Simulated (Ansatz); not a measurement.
BGaH₆OSSi, 11 atoms. Total charge 0; spin multiplicity 1. Correlated methods include outer-core shells of Ga, which these sets cover unevenly. Scalar relativity is left out up to krypton. The bonds changed during the relaxation, so this is another structure than the one it started from. All runs use 4 threads of an Intel Xeon 6975P-C on a shared host. Correlated methods freeze the cores.

Task: Give the basis size and wall time and peak host memory of each of these runs in Ansatz. RKS revPBE-D4/def2-TZVPP energy; RHF-CCSD(T)/def2-SVP energy; RKS HSE06 (plane-wave form)-D4/def2-TZVPP energy; RHF-MP2/def2-QZVPP energy; RKS PBE0-D4/def2-TZVP frequencies; RKS B3LYP-D4/def2-TZVPP energy and forces; RKS PBE0-D4/def2-SVP energy; RKS PBE0-D4/def2-TZVP relaxation (43 steps); direct RPA on PBE orbitals/def2-TZVPP energy; RKS ωB97M-V/def2-SVP energy; RKS PBE0-D4/def2-QZVPP energy; RKS PBE0-D4/def2-TZVPP energy. (Best estimate.)

Result: The calculation gave: Other jobs shared the machine, so times are rough.

```json
{"level": "RKS PBE0-D4/def2-SVP", "job": "energy", "functions": "126", "wall time": "1.1 s", "peak host memory (GiB)": "0.33"}
{"level": "RKS revPBE-D4/def2-TZVPP", "job": "energy", "functions": "278", "wall time": "2.4 s", "peak host memory (GiB)": "0.47"}
{"level": "RKS ωB97M-V/def2-SVP", "job": "energy", "functions": "126", "wall time": "3.5 s", "peak host memory (GiB)": "0.49"}
{"level": "RKS PBE0-D4/def2-TZVPP", "job": "energy", "functions": "278", "wall time": "4 s", "peak host memory (GiB)": "1"}
{"level": "RKS HSE06 (plane-wave form)-D4/def2-TZVPP", "job": "energy", "functions": "278", "wall time": "4.2 s", "peak host memory (GiB)": "1.1"}
{"level": "direct RPA on PBE orbitals/def2-TZVPP", "job": "energy", "functions": "278", "wall time": "4.3 s", "peak host memory (GiB)": "0.76"}
{"level": "RKS B3LYP-D4/def2-TZVPP", "job": "energy and forces", "functions": "278", "wall time": "6 s", "peak host memory (GiB)": "1"}
{"level": "RHF-CCSD(T)/def2-SVP", "job": "energy", "functions": "126", "wall time": "7.5 s", "peak host memory (GiB)": "0.7"}
{"level": "RKS PBE0-D4/def2-QZVPP", "job": "energy", "functions": "523", "wall time": "9 s", "peak host memory (GiB)": "2.7"}
{"level": "RHF-MP2/def2-QZVPP", "job": "energy", "functions": "523", "wall time": "21 s", "peak host memory (GiB)": "3.8"}
{"level": "RKS PBE0-D4/def2-TZVP", "job": "frequencies", "functions": "220", "wall time": "2.3 min", "peak host memory (GiB)": "0.78"}
{"level": "RKS PBE0-D4/def2-TZVP", "job": "relaxation (43 steps)", "functions": "220", "wall time": "2.8 min", "peak host memory (GiB)": "0.79"}
```

B3LYP here is the variant with VWN-RPA as its local correlation; programs differ in this.
